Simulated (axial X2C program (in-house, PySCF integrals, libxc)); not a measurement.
Results of a calculation; reference values are marked as such.
**WO⁻: input and output**

Program: an in-house relativistic program for diatomic molecules.

Input file and command:
```json
{"zs": [74, 8], "q": -1, "bas": ["dyall-acv3z", "dyall-av3z"], "levels": ["PBE0", "HF", "LDA"], "cc": true, "r0": 1.77, "thr": -1.0, "nmax": 90, "npts": 10, "nst": 2, "ntry": 6}
```
```bash
python so2c.py task.json out
```

Keys: zs atomic numbers; q charge; bas basis sets; levels methods; cc coupled cluster on or off; r0 starting distance in Å; thr threshold in hartree for freezing inner shells (an s shell follows its p shell); nmax most natural virtual spinors; npts points on the curve; nst determinants followed; ntry starts of the search. HF also brings MP2.

Output of the HF step, 2c, at R = 1.703 Å for the state Ω = 1/2. It starts from PBE0 orbitals of this distance.

```
two-component X2C + atomic mean field  HF
basis functions 248  fitting functions 1216  grid points 5075
iter        total energy     max residual
   1     -16212.061246182     9.68e-01
   2     -16212.113704650     1.94e-02
   3     -16212.117331140     1.77e-02
   4     -16212.120793290     3.72e-03
   5     -16212.121958030     2.53e-03
   6     -16212.122653020     2.34e-03
   7     -16212.123540240     1.36e-03
   8     -16212.124123450     1.33e-03
   9     -16212.124532967     7.64e-04
  10     -16212.124634596     6.18e-04
  11     -16212.124661604     2.98e-04
  12     -16212.124675213     1.25e-04
  13     -16212.124679610     5.75e-05
  14     -16212.124680952     2.83e-05
  15     -16212.124681184     2.59e-05
  16     -16212.124681330     9.35e-06
  17     -16212.124681354     5.87e-06
  18     -16212.124681360     3.56e-06
  19     -16212.124681362     2.53e-06
converged
one-electron -22619.55870980  Coulomb 6569.35093637  exact exchange -331.85912476  xc functional 0.00000000  nuclear repulsion 183.95355776  atomic mean-field constant -14.01134094
correlated 13  virtual 331  natural virtual 90  E(MP2) -0.413050324  MP2 remainder -0.030276857
iter   CCSD correlation   residual
   1     -0.350776479   2.55e-01
   2     -0.371329001   1.58e-01
   3     -0.380144411   6.96e-02
   4     -0.381748727   3.47e-02
   5     -0.382453369   1.65e-02
   6     -0.382700209   7.95e-03
   7     -0.382749834   4.26e-03
   8     -0.382780139   2.04e-03
   9     -0.382798241   1.22e-03
  10     -0.382782015   7.73e-04
  11     -0.382804013   4.98e-04
  12     -0.382795710   3.33e-04
  13     -0.382800662   2.12e-04
  14     -0.382797481   1.27e-04
  15     -0.382796010   7.63e-05
  16     -0.382795494   4.00e-05
  17     -0.382795072   2.21e-05
  18     -0.382794834   1.38e-05
  19     -0.382794671   8.92e-06
  20     -0.382794523   5.19e-06
  21     -0.382794556   3.03e-06
  22     -0.382794502   2.13e-06
  23     -0.382794529   1.63e-06
  24     -0.382794515   1.19e-06
(T) -0.023278947  T1 0.0846  D1 0.2608  max T2 0.123
```
Energies are in hartree; totals compare only within one Hamiltonian and basis. T1 is large, a sign of multireference character or of a spin-contaminated reference. T1 in the output is the amplitude norm over the root of the electron number; divide by √2 for the Lee–Taylor value. The determinant is spin-polarised beyond a pure state at some levels (its spin-free form has ⟨S²⟩ too high), which makes Re and μ there less reliable.
